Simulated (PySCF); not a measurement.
Si(Me)2(OH)2 (C2H8O2Si), SMILES C[Si](C)(O)O. Atoms are numbered in the order given.

```xyz
13

C     -1.5032     1.0631    -0.1214
Si     0.0153    -0.0367    -0.0030
C      1.6001     0.9297     0.1063
O     -0.1199    -0.9991     1.3628
O      0.1619    -0.9879    -1.3706
H     -1.5923     1.7204     0.7595
H     -2.4339     0.4749    -0.1974
H     -1.4484     1.7046    -1.0160
H      1.7844     1.4877    -0.8254
H      2.4515     0.2503     0.2697
H      1.5695     1.6478     0.9410
H     -1.0042    -1.1125     1.7272
H     -0.4582    -1.7197    -1.4629
```

Geometry optimised at B3LYP-D3(BJ)/def2-SVP. The values are those of a single conformer.

Two levels are set side by side: PBE/pcSseg-1 (PySCF) and HF/pcSseg-1 (PySCF). GIAO shifts against H2O (¹⁷O), TMS (²⁹Si), TMS (¹H), TMS (¹³C) at the same level; non-relativistic, no solvent, atoms listed together averaged. Differences are taken from unrounded values.

| quantity | PBE |
|---|---|
| δ(²⁹Si) of Si2 (ppm) | 7.7 |
| δ(¹⁷O) of O4, O5 (ppm) | 77.2 |
| δ(¹H) of H12, H13 (ppm) | 1.54 |

These are the PBE values. What does HF give? (An estimate is asked for; the answer gives what the named calculation found.)


```
quantity                   HF  PBE minus HF
-----------------------  ----  ------------
δ(²⁹Si) of Si2 (ppm)     -1.1           8.8
δ(¹⁷O) of O4, O5 (ppm)   46.4          30.8
δ(¹H) of H12, H13 (ppm)  1.94         -0.40
```

Rough cost on one machine, each run with all the roots and properties that it gave: HF against PBE within a factor of 2.
